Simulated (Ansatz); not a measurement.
# How basis sets differ on SnTe (SMILES [Sn][Te])

The species is SnTe (2 atoms), meant as a singlet with charge 0. SMILES: `[Sn][Te]`. The shape is that of a PBE0-D4/def2-TZVP optimisation.

```xyz
2

Sn    0.0000    0.0000    0.0094
Te    0.0000    0.0000    2.5273
```

Quantity: the HOMO–LUMO gap, in eV. The values are calculated.

| level | kind | program | value (eV) | CPU time |
| --- | --- | --- | --- | --- |
| PBE/ANO-RCC-MB (sfX2C) | GGA | Ansatz | 2.67 | 6.6 s |
| PBE/ANO-RCC-VDZ (sfX2C) | GGA | Ansatz | 2.71 | 8.6 s |
| PBE/ANO-RCC-VDZP (sfX2C) | GGA | Ansatz | 2.63 | 3.6 s |
| PBE/def2-TZVPPD (core potential) | GGA | Ansatz | 2.58 | 9 s |
| PBE/ANO-RCC-VTZP (sfX2C) | GGA | Ansatz | 2.59 | 7.1 s |
| PBE/ANO-RCC-VQZP (sfX2C) | GGA | Ansatz | 2.59 | 10 s |

The values span 2.58 to 2.71 eV. Orbital gaps aren't excitation energies. Times are those of the runs behind each value, whatever else they computed, on shared processors of several kinds: orders of magnitude only.
